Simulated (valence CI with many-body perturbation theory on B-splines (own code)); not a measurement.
Level structure of Sr XXXIII

Computed by configuration interaction combined with many-body perturbation theory (CI+MBPT): four valence electrons over a frozen Dirac-Fock core [He], radial functions for each j: 11 s, 11 p, 10 d, 8 f, 5 g, 2 h, with the one-electron correlation potential Σ1 (screened to all orders), the two-electron term Σ2, the three-electron term Σ3, Breit, model QED; selected single and double excitations, second order for the rest, scaled by the run's own slope (own B-spline code, finite nucleus).

No measured spectrum was set against this ion. As an estimate, large intervals hold to a few tenths of a per cent, small ones and those within an open d or f shell to about a per cent. Among the levels kept, up to 1100 cm⁻¹ of a level comes from second order outside the variational space, and about a tenth of that is noise between levels of different J, which matters for small intervals.

Levels 46 to 90 of 195, with energies above the lowest level, (2s^2 2p1/2^2) J=0. "Leading %" is the weight of the configuration and term that name the level; weights of strongly mixed levels are sums over their largest components and can fall short. In the jj column 3d3/2^4 stands for four electrons in 3d with j = 3/2. Lifetimes count E1, E2, E3, M1 and M2 decay at the calculated energies, and are blank where another channel may lead or the interval is too uncertain; long ones can be off by a factor of two.

```csv
No.,Configuration,Term,J,E (eV),Leading %,Lifetime,Second component,g,Leading jj
46,2s 2p2 3p,3D°,1,2443.0,44,28.4 fs,15 % 2s 2p2 3p 5D°,1.046,2s 2p1/2^2 3p3/2 (82 %)
47,2s 2p2 3s,5P,3,2445.3,65,79.1 fs,31 % 2s 2p2 3s 3D,1.545,2s 2p1/2 2p3/2 3s (84 %)
48,2s2 2p 3d,1D°,2,2454.0,46,13.5 fs,31 % 2s2 2p 3d 3D°,0.982,2s^2 2p3/2 3d3/2 (78 %)
49,2s2 2p 3d,3F°,4,2456.1,97,235 ps,,1.245,2s^2 2p3/2 3d5/2 (97 %)
50,2s2 2p 3d,3D°,3,2458.1,46,10.7 fs,39 % 2s2 2p 3d 3F°,1.188,2s^2 2p3/2 3d3/2 (72 %)
51,2s 2p2 3s,3P,2,2459.3,55,68.0 fs,21 % 2s 2p2 3s 3D,1.333,2s 2p1/2 2p3/2 3s (88 %)
52,2s2 2p 3d,3P°,1,2460.8,58,10.4 fs,26 % 2s2 2p 3d 3D°,1.253,2s^2 2p3/2 3d3/2 (84 %)
53,2s2 2p 3d,3P°,0,2461.7,97,12.4 fs,,,2s^2 2p3/2 3d3/2 (97 %)
54,2s 2p2 3p,5P°,1,2463.2,37,80.4 fs,25 % 2s 2p2 3p 5D°,1.831,2s 2p1/2 2p3/2 3p1/2 (85 %)
55,2s2 2p 3d,3P°,2,2463.5,50,11.2 fs,29 % 2s2 2p 3d 3D°,1.318,2s^2 2p3/2 3d5/2 (77 %)
56,2s 2p2 3p,5D°,2,2469.5,43,95.0 fs,19 % 2s 2p2 3p 3D°,1.446,2s 2p1/2 2p3/2 3p1/2 (89 %)
57,2s 2p2 3d,5F,1,2469.9,62,138 fs,22 % 2s 2p2 3d 3D,0.329,2s 2p1/2^2 3d3/2 (85 %)
58,2s 2p2 3d,5F,2,2472.4,40,59.0 fs,21 % 2s 2p2 3d 5D,1.208,2s 2p1/2^2 3d3/2 (70 %)
59,2s2 2p 3d,1F°,3,2473.2,64,6.14 fs,30 % 2s2 2p 3d 3D°,1.104,2s^2 2p3/2 3d5/2 (73 %)
60,2s2 2p 3d,1P°,1,2476.2,70,9.37 fs,14 % 2s2 2p 3d 3P°,1.009,2s^2 2p3/2 3d5/2 (94 %)
61,2s 2p2 3d,5D,3,2481.4,30,18.4 fs,24 % 2s 2p2 3d 5F,1.404,2s 2p1/2^2 3d5/2 (82 %)
62,2s 2p2 3p,5D°,3,2483.1,72,465 fs,13 % 2s 2p2 3p 3F°,1.401,2s 2p1/2 2p3/2 3p1/2 (53 %)
63,2s 2p2 3s,3D,1,2483.6,78,65.0 fs,12 % 2s 2p2 3s 1P,0.640,2s 2p1/2 2p3/2 3s (93 %)
64,2s 2p2 3s,3D,2,2486.6,40,46.2 fs,29 % 2s 2p2 3s 1D,1.173,2s 2p1/2 2p3/2 3s (86 %)
65,2s 2p2 3p,5P°,3,2486.7,50,106 fs,33 % 2s 2p2 3p 3D°,1.485,2s 2p1/2 2p3/2 3p3/2 (63 %)
66,2s 2p2 3p,5P°,1,2489.7,34,45.0 fs,24 % 2s 2p2 3p 3D°,1.687,2s 2p1/2 2p3/2 3p3/2 (95 %)
67,2s 2p2 3s,3P,0,2493.2,88,63.8 fs,9 % 2s 2p2 3s 1S,,2s 2p1/2 2p3/2 3s (84 %)
68,2s 2p2 3s,3P,1,2493.3,54,83.5 fs,21 % 2s 2p2 3s 1P,1.550,2s 2p1/2 2p3/2 3s (82 %)
69,2s 2p2 3d,3F,2,2494.5,38,18.5 fs,15 % 2s 2p2 3d 1D,0.989,2s 2p1/2^2 3d5/2 (63 %)
70,2s 2p2 3p,3D°,2,2496.1,50,49.3 fs,28 % 2s 2p2 3p 5S°,1.467,2s 2p1/2 2p3/2 3p3/2 (88 %)
71,2s 2p2 3p,3P°,2,2497.7,32,71.8 fs,26 % 2s 2p2 3p 5P°,1.625,2s 2p1/2 2p3/2 3p1/2 (80 %)
72,2s 2p2 3p,3P°,0,2502.3,78,34.9 fs,16 % 2s 2p2 3p 5D°,,2s 2p1/2 2p3/2 3p3/2 (94 %)
73,2s 2p2 3p,5D°,4,2504.0,67,23.4 ps,32 % 2s 2p2 3p 3F°,1.411,2s 2p1/2 2p3/2 3p3/2 (88 %)
74,2s 2p2 3p,3P°,2,2511.1,56,39.5 fs,17 % 2s 2p2 3p 1D°,1.435,2s 2p1/2 2p3/2 3p3/2 (92 %)
75,2s 2p2 3p,3P°,1,2515.0,32,36.3 fs,22 % 2s 2p2 3p 3S°,1.279,2s 2p1/2 2p3/2 3p3/2 (80 %)
76,2s 2p2 3p,3D°,3,2516.9,43,42.3 fs,26 % 2s 2p2 3p 5P°,1.344,2s 2p1/2 2p3/2 3p3/2 (83 %)
77,2s 2p2 3p,3F°,2,2519.4,56,97.5 fs,22 % 2s 2p2 3p 1D°,0.863,2s 2p1/2 2p3/2 3p1/2 (94 %)
78,2s 2p2 3s,3D,3,2522.6,64,43.5 fs,31 % 2s 2p2 3s 5P,1.437,2s 2p3/2^2 3s (84 %)
79,2s 2p2 3p,3D°,1,2523.5,49,36.9 fs,22 % 2s 2p2 3p 1P°,0.874,2s 2p1/2 2p3/2 3p1/2 (85 %)
80,2s 2p2 3d,5F,2,2523.8,42,33.5 fs,20 % 2s 2p2 3d 5D,1.242,2s 2p1/2 2p3/2 3d3/2 (94 %)
81,2s 2p2 3d,5D,0,2523.9,89,281 fs,7 % 2s 2p2 3d 3P,,2s 2p1/2 2p3/2 3d3/2 (97 %)
82,2s 2p2 3d,5D,1,2524.0,61,55.7 fs,17 % 2s 2p2 3d 5F,1.288,2s 2p1/2 2p3/2 3d3/2 (95 %)
83,2s 2p2 3d,5F,3,2526.5,60,24.5 fs,20 % 2s 2p2 3d 5P,1.319,2s 2p1/2 2p3/2 3d3/2 (68 %)
84,2s 2p2 3d,5F,4,2526.5,58,470 fs,35 % 2s 2p2 3d 5D,1.384,2s 2p1/2 2p3/2 3d5/2 (94 %)
85,2s 2p2 3p,3P°,0,2526.5,63,50.0 fs,28 % 2s 2p2 3p 1S°,,2s 2p1/2 2p3/2 3p1/2 (83 %)
86,2s 2p2 3s,1D,2,2533.7,36,60.1 fs,32 % 2s 2p2 3s 3P,1.239,2s 2p3/2^2 3s (85 %)
87,2s 2p2 3d,3P,2,2538.6,29,19.2 fs,26 % 2s 2p2 3d 3F,1.251,2s 2p1/2 2p3/2 3d5/2 (89 %)
88,2s 2p2 3p,3D°,1,2540.6,41,99.1 fs,13 % 2s 2p2 3p 1P°,1.035,2s 2p1/2 2p3/2 3p1/2 (86 %)
89,2s 2p2 3d,3F,4,2541.6,33,1.35 ps,31 % 2s 2p2 3d 5D,1.316,2s 2p1/2 2p3/2 3d3/2 (61 %)
90,2s 2p2 3d,3F,3,2542.4,56,14.8 fs,29 % 2s 2p2 3d 5P,1.264,2s 2p1/2 2p3/2 3d5/2 (54 %)
```
